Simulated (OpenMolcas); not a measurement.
Cr3+: effect of the metal basis

Cr3+ with its 6 nearest fluoride ions at 2.014 Å, on the Y site of Cs2NaYF6 (a = 9.075 Å, distance in the model lattice 2.178 Å). The rest of the host is ab initio model potentials to 7.6 Å and point charges beyond; the distance is set by hand and nothing relaxes.

```
Program             : OpenMolcas 26.06
Method              : SS-CASPT2, IPEA 0.25 Eh, imaginary shift 0.1 Eh (closed shells correlated: 3s 3p and the ligand valence shells)
Spin-orbit coupling : state interaction with AMFI integrals over the reference wave functions
```

Fixed: ligand basis ANO-RCC-VDZP, active space 3 electrons in 5 orbitals (3d), DKH2 Hamiltonian.

States (labels of O, the rotations of Oh). Energies in cm-1 above the lowest state or level, χT in cm3 K/mol.

```json
{"Run": "A", "Metal basis": "ANO-RCC-VDZP", "Ground state": "4A2", "First state of that spin": "4T2 13770", "First gap with spin-orbit (degeneracies)": "13660 (4, 2)", "χT at 300 K": "1.827", "First state of another spin": "2E 15260", "Cost": "roughly 2.6 core-minutes"}
{"Run": "B", "Metal basis": "ANO-RCC-VTZP", "Ground state": "4A2", "First state of that spin": "4T2 13230", "First gap with spin-orbit (degeneracies)": "13130 (4, 2)", "χT at 300 K": "1.827", "First state of another spin": "2E 14770", "Cost": "roughly 5 core-minutes"}
```

Against A, the first state of the same spin changes by -3.9 % in B.

Costs are those of the CASPT2 steps.

Roots that are degenerate in the reference are averaged as groups; the widest CASPT2 spread within a group is 670 cm-1 (the 3-fold group of multiplicity 2 near 70000 cm-1 above the lowest state of its run, A). Shifts and gaps below about the spread of the groups concerned are not significant. Over all roots computed the reference weight is 0.72 to 0.73 in A, 0.72 to 0.73 in B; a low but even weight reflects the number of correlated electrons. Ligand-to-metal charge-transfer states are missing. These CASPT2 states fit no ligand-field parameters well, so their order and spin gaps are uncertain. With no ligand orbital active B as a rule stays too high, so bands that hang on it stand too high and its fall with covalency is understated. With one d shell and no ligand orbital active, 10Dq can be off by a tenth or more. Free-ion shares, where given, are those of the reference states; single-state CASPT2 does not remix them (holds for B). No measured value stands beside these numbers; the geometry was set by hand and not optimised.
